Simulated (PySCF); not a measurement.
Compound: C7H11PS.
SMILES with atom numbers: `[CH3:1][CH2:2][P@@:3]1(=[S:4])[CH:5]=[CH:6][C:7]([CH3:8])=[CH:9]1`

Structure used (GFN2-xTB), in Å, numbered top down from 1:
```xyz
20
C7H11PS angstrom
C      2.0653    0.8449   -0.9459
C      2.2540   -0.4584   -0.1871
P      0.7238   -1.0475    0.6663
S      0.9520   -2.6734    1.7038
C      0.0079    0.3727    1.5392
C     -1.1615    0.6932    0.9752
C     -1.5295   -0.0921   -0.2018
C     -2.8091    0.1851   -0.9117
C     -0.6248   -1.0263   -0.5384
H      1.2907    0.7383   -1.7026
H      1.7725    1.6449   -0.2692
H      2.9936    1.1295   -1.4372
H      2.5560   -1.2725   -0.8541
H      3.0198   -0.3682    0.5900
H      0.4302    0.8112    2.4272
H     -1.8207    1.4690    1.3348
H     -3.6453    0.0906   -0.2198
H     -2.9555   -0.5039   -1.7393
H     -2.8099    1.2055   -1.2951
H     -0.7146   -1.7316   -1.3471
```

Probes without a nucleus sit at each ring's centroid and 1 Å off its mean plane on both sides; NICS is minus the shielding there, NICSzz its component along the normal. Level: GIAO PBE0/pcSseg-1 (PySCF, non-relativistic, gas phase) on the GFN2-xTB geometry, one conformer.

Ring bond lengths (Å), with Mayer bond orders in brackets: P3–C5 1.814 (0.87), C5–C6 1.337 (1.78), C6–C7 1.462 (1.04), C7–C9 1.343 (1.76), C9–P3 1.808 (0.88).

Give the NICS values of each ring in ppm.

| ring | type | NICS(0) | NICS(1), two faces | NICS(1)zz, two faces | rms pucker (Å) | centre to ring atoms, mean (Å) |
| --- | --- | --- | --- | --- | --- | --- |
| P3–C5–C6–C7–C9 | 5-membered ring with P; formal bonds 2 double, 3 single | -0.8 | -3.4 / -3.0 | -2.5 / -1.3 | 0.02 | 1.32 |

What can be read from them?

- P3–C5–C6–C7–C9: mean NICS(1)zz -1.9 ppm, near zero. P3 has four or more neighbours, so the value isn't read as a sign of a π ring current.

At the second NICS(1) probe listed for ring P3–C5–C6–C7–C9, 1 Å off the ring, what do the in-plane components average?

The isotropic value is a third of the trace: (3 × -3.0 − (-1.3))/2 = -3.9 ppm.

What are the shieldings of the ring atoms and their hydrogens in the same run (means over atoms taken as equivalent)?

```json
{"atoms": "P3", "environment": "phosphorus bonded to 3 C and S", "σ isotropic (ppm)": "263.8"}
{"atoms": "C5", "environment": "alkene CH carbon", "σ isotropic (ppm)": "43.9"}
{"atoms": "C6", "environment": "alkene CH carbon", "σ isotropic (ppm)": "37.3"}
{"atoms": "C7", "environment": "fully substituted alkene carbon", "σ isotropic (ppm)": "27.9"}
{"atoms": "C9", "environment": "alkene CH carbon", "σ isotropic (ppm)": "53.7"}
{"atoms": "H15", "environment": "vinylic hydrogen", "σ isotropic (ppm)": "25.50"}
{"atoms": "H16", "environment": "vinylic hydrogen", "σ isotropic (ppm)": "24.96"}
{"atoms": "H20", "environment": "vinylic hydrogen", "σ isotropic (ppm)": "25.95"}
```
